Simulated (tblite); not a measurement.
Species: C5H16BNSi.
Atom-mapped SMILES: `[CH3:1][N@@H+:2]1[CH2:3][CH2:4][B@-:5]1([CH3:6])[CH2:7][SiH3:8]` (hydrogens: H9, H10, H11 on C1; H12 on N2; H13, H14 on C3; H15, H16 on C4; H17, H18, H19 on C6; H20, H21 on C7; H22, H23, H24 on Si8)

Computed with GFN2-xTB (tblite), gas phase: L-BFGS steps from a force-field or distance-geometry start until the largest atomic force falls under 0.01 eV/Å.

Step 81: E = -672.9797 eV
```
atom  x, y, z in Å  |  force x, y, z in eV/Å
C1     -2.2001    0.2084   -1.0674   -0.012  -0.011  -0.001
N2     -1.5121   -0.2362    0.1324    0.002  -0.019  -0.008
C3     -1.5155    0.6863    1.2893   -0.009   0.001  -0.007
C4     -0.0340    0.5543    1.6338    0.002   0.012   0.017
B5      0.1940   -0.3116    0.2649    0.016  -0.010  -0.050
C6      0.6002   -1.8681    0.4044   -0.017   0.016  -0.004
C7      0.8869    0.4546   -0.9726   -0.011   0.000  -0.011
Si8     2.7759    0.5771   -0.8832   -0.027  -0.007   0.006
H9     -1.7542    1.1404   -1.4092    0.001  -0.003   0.007
H10    -2.0828   -0.5361   -1.8530    0.001  -0.007  -0.009
H11    -3.2665    0.3733   -0.8907   -0.014  -0.015   0.026
H12    -1.8691   -1.1453    0.4097    0.001  -0.008  -0.016
H13    -1.7917    1.6876    0.9565    0.043   0.010  -0.024
H14    -2.2259    0.3789    2.0622    0.020  -0.005   0.001
H15     0.4641    1.5169    1.7059    0.031   0.021   0.015
H16     0.1288    0.0279    2.5713   -0.013  -0.013   0.014
H17     1.6773   -1.9670    0.5181   -0.032  -0.028   0.028
H18     0.1460   -2.3664    1.2621   -0.008   0.035  -0.012
H19     0.3277   -2.4413   -0.4828    0.015   0.004   0.006
H20     0.6489   -0.0521   -1.9125   -0.011   0.014   0.004
H21     0.5025    1.4736   -1.0755    0.009  -0.007   0.019
H22     3.2575    1.3778   -2.0207    0.014   0.012  -0.012
H23     3.2294    1.2332    0.3472   -0.017  -0.010   0.009
H24     3.4008   -0.7465   -0.9825    0.016   0.019   0.002
```

Step 82: E = -672.9802 eV
```
atom  x, y, z in Å  |  force x, y, z in eV/Å
C1     -2.2015    0.1997   -1.0674   -0.010  -0.009   0.000
N2     -1.5122   -0.2347    0.1357   -0.002  -0.019  -0.013
C3     -1.5127    0.6960    1.2857   -0.014  -0.001  -0.012
C4     -0.0344    0.5509    1.6381    0.002   0.014   0.015
B5      0.1942   -0.3117    0.2677    0.013  -0.020  -0.070
C6      0.6013   -1.8689    0.3986   -0.015   0.009  -0.005
C7      0.8862    0.4581   -0.9688   -0.017  -0.001  -0.010
Si8     2.7755    0.5786   -0.8809   -0.039  -0.008   0.012
H9     -1.7570    1.1308   -1.4150   -0.005  -0.020   0.003
H10    -2.0821   -0.5514   -1.8470   -0.002   0.011  -0.001
H11    -3.2687    0.3642   -0.8923   -0.001  -0.019   0.025
H12    -1.8691   -1.1415    0.4215    0.004  -0.003  -0.017
H13    -1.7751    1.6980    0.9432    0.045   0.001  -0.021
H14    -2.2320    0.4025    2.0561    0.023  -0.002   0.004
H15     0.4710    1.5091    1.7164    0.034   0.023   0.021
H16     0.1189    0.0189    2.5741   -0.014  -0.009   0.015
H17     1.6797   -1.9672    0.5037   -0.047  -0.033   0.030
H18     0.1532   -2.3716    1.2571   -0.003   0.040  -0.015
H19     0.3224   -2.4386   -0.4893    0.021   0.012   0.015
H20     0.6478   -0.0465   -1.9100   -0.012   0.016   0.012
H21     0.5015    1.4773   -1.0690    0.012  -0.011   0.020
H22     3.2549    1.3815   -2.0170    0.021   0.016  -0.019
H23     3.2294    1.2324    0.3505   -0.014  -0.012   0.009
H24     3.3970   -0.7463   -0.9843    0.020   0.023   0.003
```

Question: Estimate the geometry and energy of step 83. (The exact step hangs on the optimiser's Hessian estimate; all steps are aligned on step 82, rigid shifts and turns removed.)

Answer: E = -672.9812 eV, largest force 0.082 eV/Å
```
atom  x, y, z in Å  |  force x, y, z in eV/Å
C1     -2.2049    0.1839   -1.0668   -0.002  -0.006   0.006
N2     -1.5128   -0.2321    0.1415   -0.006  -0.013  -0.018
C3     -1.5069    0.7137    1.2789   -0.009  -0.006  -0.020
C4     -0.0344    0.5454    1.6453    0.010   0.009   0.001
B5      0.1948   -0.3121    0.2712   -0.005  -0.024  -0.078
C6      0.6031   -1.8697    0.3877   -0.012  -0.001  -0.005
C7      0.8842    0.4638   -0.9628   -0.023   0.000  -0.008
Si8     2.7736    0.5810   -0.8764   -0.047  -0.003   0.015
H9     -1.7642    1.1145   -1.4228   -0.019  -0.046  -0.007
H10    -2.0789   -0.5780   -1.8361   -0.012   0.046   0.011
H11    -3.2741    0.3449   -0.8947    0.029  -0.026   0.022
H12    -1.8699   -1.1340    0.4426    0.010   0.000  -0.017
H13    -1.7432    1.7166    0.9195    0.041  -0.018  -0.018
H14    -2.2401    0.4450    2.0453    0.020   0.006   0.010
H15     0.4845    1.4956    1.7340    0.031   0.017   0.032
H16     0.1015    0.0032    2.5784   -0.015   0.002   0.009
H17     1.6830   -1.9670    0.4816   -0.060  -0.039   0.032
H18     0.1635   -2.3806    1.2458   -0.002   0.044  -0.011
H19     0.3162   -2.4329   -0.5022    0.027   0.020   0.022
H20     0.6455   -0.0370   -1.9061   -0.018   0.019   0.015
H21     0.4992    1.4834   -1.0583    0.014  -0.010   0.018
H22     3.2521    1.3881   -2.0092    0.027   0.019  -0.025
H23     3.2268    1.2298    0.3577   -0.007  -0.015   0.010
H24     3.3896   -0.7459   -0.9865    0.027   0.027   0.003
```

The energy changes by -0.0010 eV. The first-order estimate −F·Δx gives -0.0014 eV and the mean of the old and new forces, exact on a quadratic surface, -0.0010 eV. The step makes an angle of 85° with the force vector and moves no atom by more than 0.045 Å.

The cost below is that of the whole relaxation. Time: 4.3 s wall, 3.6 s CPU. Hardware: Intel Xeon at 2.50 GHz, one thread, no GPU, shared host with 64 logical CPUs at a one-minute load of 55.
